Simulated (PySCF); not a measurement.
# `InChI=1S/CH9FOSi4/c2-1-4-5-6-7(1)3/h1,3,7H,4-6H2/t1-,7-/m1/s1`

Cartesian coordinates in Å; atom numbers follow the order of the lines, from 1:
```xyz
16

O    -1.128   -1.417    1.650
Si   -0.789   -1.441    0.050
Si    1.520   -1.273    0.053
Si    1.795    1.058    0.005
Si   -0.412    1.804   -0.089
C    -1.367    0.243   -0.715
F    -1.124    0.164   -2.103
H    -2.014   -1.330    1.990
H    -1.589   -2.485   -0.604
H     2.141   -1.930    1.213
H     2.123   -1.956   -1.102
H     2.605    1.548   -1.122
H     2.485    1.620    1.178
H    -1.026    2.123    1.211
H    -0.776    2.900   -0.993
H    -2.450    0.382   -0.634
```

Theory: TDDFT CAM-B3LYP/def2-SVPD circular dichroism and optical rotation, one conformer, gas phase (PySCF 2.14.0). Geometry: GFN2-xTB.

The molecule is flexible and this is one conformer; a measurement averages over conformers.

**Question.** Draw the ECD and absorption spectra from the lowest 16 states, each a Gaussian of half-width 0.3 eV at 1/e height.

**Answer.** 
| E (eV) | λ (nm) | Δε (L mol⁻¹ cm⁻¹) | ε (L mol⁻¹ cm⁻¹) |
| --- | --- | --- | --- |
| 5.03 | 246 | +0.13 | 11.6 |
| 5.13 | 242 | +0.38 | 32.2 |
| 5.23 | 237 | +0.88 | 72.4 |
| 5.33 | 232 | +1.69 | 133 |
| 5.43 | 228 | +2.75 | 201 |
| 5.53 | 224 | +3.79 | 253 |
| 5.63 | 220 | +4.45 | 269 |
| 5.73 | 216 | +4.44 | 245 |
| 5.83 | 213 | +3.65 | 194 |
| 5.93 | 209 | +2.20 | 146 |
| 6.03 | 206 | +0.17 | 147 |
| 6.13 | 202 | -2.55 | 283 |
| 6.23 | 199 | -6.21 | 719 |
| 6.33 | 196 | -10.70 | 1760 |
| 6.43 | 193 | -15.50 | 3820 |
| 6.53 | 190 | -19.93 | 7160 |
| 6.63 | 187 | -23.27 | 11400 |
| 6.73 | 184 | -24.12 | 15400 |
| 6.83 | 181 | -20.01 | 17300 |
| 6.93 | 179 | -9.01 | 16400 |
| 7.03 | 176 | +7.08 | 13500 |
| 7.13 | 174 | +21.54 | 10200 |
| 7.23 | 171 | +25.95 | 8220 |
| 7.33 | 169 | +15.97 | 7700 |
| 7.43 | 167 | -4.70 | 7920 |

Δε uses R in velocity form, ε uses f in length form. Only the states computed contribute, so the short-wavelength end is incomplete.
